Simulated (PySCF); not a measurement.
Vertical excitations of a molecule C6H4O from TDA-M06-2X/def2-SVPD (PySCF 2.14.0), as energy in eV (oscillator strength): 5.59 (0.000), 6.09 (0.166), 6.31 (0.000), 6.46 (0.003), 6.48 (0.001), 6.82 (0.292), 7.04 (0.000), 7.38 (0.032), 7.69 (0.001), 7.73 (0.008). Lowest triplet (TDA): 4.03 eV. The structure is a stationary point at PBE0-D3(BJ)/def2-SVP. Other conformers were not sampled.

### Question
Which molecule gave these data?
A) C#Cc1ccoc1
B) C#Cc1ccco1
C) C#CC(C#C)C=O

### Answer
A, C#Cc1ccoc1
